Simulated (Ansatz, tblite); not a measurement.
Cost and result up the ladder for Al(H2S)F3 (AlH₂SF₃) (7 atoms). Total charge 0; singlet. Geometry: PBE-D4/def2-SVP.

```
atom    x (Å)    y (Å)    z (Å)
 Al1   0.6441  -0.0026   0.8068
  S2  -0.5766  -0.5687  -1.3055
  H3  -1.8071  -0.3487  -0.7574
  H4  -0.5105   0.7058  -1.7895
  F5   0.2894  -1.3736   1.6975
  F6  -0.2210   1.3873   1.1690
  F7   2.1816   0.2005   0.1792
```

Ansatz on 2 threads of AMD EPYC 7R13 on a shared host; xTB runs through tblite on one thread. Times are rough, summed over both states, and most runs start from the orbitals of an earlier one. PBE0-D4/def2-TZVP serves as the yardstick here, not as an exact answer. The other state is a triplet.

The xTB rows come from tblite.

xTB has no spin-polarisation term.

```
              level  functions  vertical triplet (eV)  difference from PBE0-D4/def2-TZVP (eV)
r2SCAN-D4/def2-TZVP        179                   6.31                                   -0.14
           GFN2-xTB         32                   6.20                                   -0.25
           GFN1-xTB         34                   5.66                                   -0.78
  PBE0-D4/def2-TZVP        179                   6.45                                    0.00
   PBE-D4/def2-TZVP        179                   6.21                                   -0.24
```

Q: Estimate how long each takes.

A: GFN2-xTB 0.008 s; GFN1-xTB 0.015 s; PBE-D4/def2-TZVP 4.9 s; PBE0-D4/def2-TZVP 8.5 s; r2SCAN-D4/def2-TZVP 10 s. On shared hardware such times vary by a factor of up to 3.
